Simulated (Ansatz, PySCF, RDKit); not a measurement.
Complex: ammonia borane (SMILES [BH3-][NH3+]) (first 8 atoms) with C2H4 (SMILES C=C); geometry from B3LYP-D3(BJ)/def2-TZVP, rigid monomers moved along the line of their centres of mass till H8···C10 is 3.44 Å.
(charge 0, multiplicity 1):
```xyz
14

B     -0.9288     0.2896     0.2984
N      0.6322    -0.1670     0.5701
H     -1.0445     1.3660     0.8388
H     -1.6066    -0.5736     0.8076
H     -1.0487     0.3436    -0.9028
H      1.2837     0.5043     0.1745
H      0.8265    -1.0724     0.1528
H      0.8125    -0.2327     1.5723
C      0.3304     0.5870     4.8834
C     -0.0640    -0.6805     4.8689
H      1.1610     0.9183     5.4956
H     -0.1773     1.3384     4.2899
H     -0.9041    -0.9990     4.2627
H      0.4288    -1.4372     5.4682
```

Monomers are frozen at their geometry in the pair; levels with a basis set take the counterpoise correction. RDKit's UFF carries no charges.

Run with Ansatz (a program for electronic structure); PySCF for the dispersion terms; RDKit for the force fields. Values without a source in brackets are computed.

### Question
One of these levels gives -104.5 meV for the interaction energy. Name it.
A) UFF
B) PBE0/def2-TZVPPD
C) PBE-D3(BJ)/def2-TZVPPD

### Answer
C, PBE-D3(BJ)/def2-TZVPPD. The others give -38.8 (UFF), -75.5 (PBE0/def2-TZVPPD)
